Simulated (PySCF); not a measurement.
CaZn⁺: frontier orbitals

PBE0 at R = 3.249 Å; PySCF, no relativity, basis sets Ca def2-SVP, Zn def2-SVP. State: ²Σ⁺ (doublet), unpaired electrons σ ↑. Only the outer orbitals are listed, counted within each symmetry.

```json
{"spin": "α", "orbital": "11σ", "occ.": "1", "ε (eV)": "-17.80", "on Ca (%)": "0", "main shells (%)": "100 Zn d"}
{"spin": "α", "orbital": "5π", "occ.": "1", "ε (eV)": "-17.78", "on Ca (%)": "0", "main shells (%)": "100 Zn d"}
{"spin": "α", "orbital": "5π", "occ.": "1", "ε (eV)": "-17.78", "on Ca (%)": "0", "main shells (%)": "100 Zn d"}
{"spin": "α", "orbital": "1δ", "occ.": "1", "ε (eV)": "-17.77", "on Ca (%)": "0", "main shells (%)": "100 Zn d"}
{"spin": "α", "orbital": "1δ", "occ.": "1", "ε (eV)": "-17.77", "on Ca (%)": "0", "main shells (%)": "100 Zn d"}
{"spin": "α", "orbital": "12σ", "occ.": "1", "ε (eV)": "-11.68", "on Ca (%)": "24", "main shells (%)": "75 Zn s, 15 Ca s"}
{"spin": "α", "orbital": "13σ", "occ.": "1", "ε (eV)": "-8.88", "on Ca (%)": "86", "main shells (%)": "82 Ca s, 12 Zn s"}
{"spin": "α", "orbital": "14σ", "occ.": "0", "ε (eV)": "-6.02", "on Ca (%)": "76", "main shells (%)": "74 Ca d, 15 Zn p, 8 Zn s"}
{"spin": "α", "orbital": "6π", "occ.": "0", "ε (eV)": "-6.01", "on Ca (%)": "92", "main shells (%)": "89 Ca d"}
{"spin": "α", "orbital": "6π", "occ.": "0", "ε (eV)": "-6.01", "on Ca (%)": "92", "main shells (%)": "89 Ca d"}
{"spin": "β", "orbital": "11σ", "occ.": "1", "ε (eV)": "-17.77", "on Ca (%)": "0", "main shells (%)": "100 Zn d"}
{"spin": "β", "orbital": "5π", "occ.": "1", "ε (eV)": "-17.76", "on Ca (%)": "0", "main shells (%)": "100 Zn d"}
{"spin": "β", "orbital": "5π", "occ.": "1", "ε (eV)": "-17.76", "on Ca (%)": "0", "main shells (%)": "100 Zn d"}
{"spin": "β", "orbital": "1δ", "occ.": "1", "ε (eV)": "-17.75", "on Ca (%)": "0", "main shells (%)": "100 Zn d"}
{"spin": "β", "orbital": "1δ", "occ.": "1", "ε (eV)": "-17.75", "on Ca (%)": "0", "main shells (%)": "100 Zn d"}
{"spin": "β", "orbital": "12σ", "occ.": "1", "ε (eV)": "-11.49", "on Ca (%)": "24", "main shells (%)": "74 Zn s, 12 Ca s"}
{"spin": "β", "orbital": "13σ", "occ.": "0", "ε (eV)": "-6.91", "on Ca (%)": "81", "main shells (%)": "82 Ca s, 13 Zn s"}
{"spin": "β", "orbital": "6π", "occ.": "0", "ε (eV)": "-5.75", "on Ca (%)": "91", "main shells (%)": "86 Ca d, 9 Zn p"}
{"spin": "β", "orbital": "6π", "occ.": "0", "ε (eV)": "-5.75", "on Ca (%)": "91", "main shells (%)": "86 Ca d, 9 Zn p"}
```

Q: Which are the highest filled and the lowest empty level, where do they sit, and how wide is the gap?

A: Highest filled α 13σ at -8.88 eV (in %: 82 Ca s, 12 Zn s); lowest empty β 13σ at -6.91 eV (in %: 82 Ca s, 13 Zn s); the gap at PBE0 is 1.97 eV.

| Item | Value |
| --- | --- |
| bond order (Mayer) | 0.62 |
| ⟨S²⟩ | 0.755 |
| charge on Ca (Mulliken, basis-dependent) | 0.65 |
| charge on Ca (Löwdin, basis-dependent) | 0.58 |
| dipole moment (positive dipole points towards Zn; it is taken about the centre of mass and depends on that origin) | -5.20 D |
| polarisability along the bond | 180.6 bohr³ |
| polarisability across the bond | 104.6 bohr³ |

The state was picked by a PBE0 search and need not be the measured ground state.
